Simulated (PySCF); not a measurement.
## Arsenic: a sound run and one with changed settings

Sound run: As⁺ [Ar] 3d10 4s2 4p2, As²⁺ [Ar] 3d10 4s2 4p1. All numbers are calculated (PySCF 2.14, a scalar-relativistic core potential, in cc-pVDZ-PP with ECP10MDF (4s3p2d, 23 functions)). In the sound run the correlated levels freeze 3s2 3p6 3d10 outside the core potential. The sound run starts from symmetry-adapted Hartree-Fock orbitals and uses a fine grid where one is needed.

A second run was set up differently.

```csv
species,method,sound run (hartree),changed run (hartree),converged
As⁺,MP2,-330.89306,-330.91631,yes
As²⁺,MP2,-330.22287,-330.24458,yes
```

Ionisation energy of As⁺:

```csv
method,sound run (eV),changed run (eV)
UHF,17.975,17.975
MP2,18.237,18.279
SCS-MP2,18.173,18.198
```

Question: What was changed?
A. minimal basis
B. basis contracted for another Hamiltonian
C. all electrons correlated in a valence basis
D. too few SCF iterations

Answer: C. A valence basis has no tight correlating functions, so it recovers only part of the core correlation, and not evenly between atom and ion.
